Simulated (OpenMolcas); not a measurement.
Pr2+.

```yaml
Program: OpenMolcas
Basis: ANO-R2 [8s6p3d3f1g]
Scalar_Hamiltonian: X2C, finite nucleus
Active_space: 3 electrons in 7 orbitals (4f)
State_averaging: 2S+1 = 4 odd, 35 roots; 2S+1 = 2 odd, 112 roots (105 in the spin-orbit step)
Spin-orbit_coupling: RASSI with atomic mean-field integrals over the reference wave functions, term energies averaged over their components
```

Two sets of levels on these reference wave functions, in cm-1 above 4f3 4I* 9/2: one from CASSCF and one from MS-CASPT2, IPEA 0.25 Eh, imaginary shift 0.1 Eh (closed shells correlated: 5s 5p).

```tsv
Level	Set 1	Set 2
4f3 4I* 9/2	0.0	0.0
4f3 4I* 11/2	1489	1467
4f3 4I* 13/2	3100	3070
4f3 4I* 15/2	4800	4790
4f3 4F* 3/2	10560	13490
4f3 2H* 9/2(1) [65 %]	11660	13550
4f3 4F* 5/2	11380	14270
4f3 4S* 3/2	12930	14990
4f3 4F* 7/2	12190	15050
4f3 4F* 9/2	13220	15900
4f3 2H* 11/2(1)	14310	15990
4f3 2G* 7/2(1)	15950	18570
4f3 2K* 13/2	17590	20390
4f3 4G* 5/2	17770	20500
4f3 2G* 9/2(1) [71 %]	18090	20640
4f3 4G* 7/2	18880	21610
```

Which set is which?

Set 1 is MS-CASPT2. Its levels of the other terms of 4f3 lie at 0.78 to 0.89 of the other set's values, as expected, since terms of lower spin or lower L gain more correlation energy than the Hund ground term. Against 13 measured levels (Martin, Zalubas and Hagan, Atomic Energy Levels: The Rare-Earth Elements, NSRDS-NBS 60 (1978); the list in Maison, Palmeri and Quinet, J. Phys. B 58, 015001 (2025)) the mean absolute deviation is 1500 cm-1 with it and 3500 cm-1 without; single levels miss by up to 3600 cm-1 with it.

CASPT2 does not keep the components of a term degenerate, so their means are used; among the terms shown or strongly mixed into the levels shown the widest spread is 2600 cm-1 (4f3 4G*, MS-CASPT2). Over all roots computed the reference weight is 0.84 to 0.92 in MS-CASPT2; the roots of lowest weight are the least certain, and an intruder state may touch them. High states are left out of the spin-orbit mixing, which shifts the levels that they would mix with. Without dynamic correlation excited terms often stand tens of per cent too high (terms of higher spin than the ground term too low), and those without a measured partner can miss by more than the paired ones (holds for CASSCF). Some levels mix across a computed gap that differs much from the measured one, so their mixing is not that of the real levels (holds for CASSCF). Blocks of more than 70 roots (2S+1 = 2 odd) ran without multistate coupling (holds for MS-CASPT2). The CASPT2 spread within a term exceeds the gap to the next term for 4f3 4F* and 4f3 4S*, 4f3 4S* and 4f3 2H*(1), 4f3 2K* and 4f3 4G*, so the order of their levels is uncertain, and so are names and mixing where such terms share a J (holds for MS-CASPT2). Some terms miss by over 15 % even with CASPT2, which points to a basis or an active space too small for the shells correlated (holds for MS-CASPT2). Computed and measured levels are paired by configuration, term and J; levels that our copy of the source lacks, or whose pairing is in doubt (as where it misses far off the trend of its configuration), stay unpaired and out of the deviations. Levels of configurations outside the active space are missing. The table leaves out levels that lie high or whose names do not pair safely across all columns.

A share in square brackets marks a mixed level and gives the weight of the term that names it, the lowest over the columns. A number in round brackets counts repeated terms of one configuration in the order of the reference energies. * marks odd parity.
